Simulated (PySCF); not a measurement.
Electron correlation in S (sulfur, neutral)

[Ne] 3s1 3p4 4s1, high-spin 5P determinant (an excited configuration). All numbers are calculated (PySCF 2.14, the non-relativistic Hamiltonian (point nucleus), in dyall-acv3z (19s12p6d4f, 113 functions)). Frozen: 1s2; 14 electrons correlated; the 18 highest virtual orbitals of each spin left out.

MP2 pair energies summed by pair of shells (mhartree):

```csv
pair,energy,share (%)
2p-2p,-185.94,45.0
3p-3p,-80.46,19.5
2s-2p,-59.19,14.3
2p-3p,-33.67,8.1
3p-4s,-16.10,3.9
3s-3p,-11.48,2.8
2s-2s,-9.96,2.4
2p-3s,-7.80,1.9
2s-3p,-5.75,1.4
2s-3s,-1.53,0.4
2p-4s,-0.91,0.2
3s-4s,-0.29,0.1
2s-4s,-0.13,0.0
```

Total MP2 correlation energy: -413.22 mhartree.

Same-spin part -116.51 and opposite-spin part -296.71 mhartree; SCS-MP2 scales them by 1/3 and 6/5 to -394.89 mhartree.
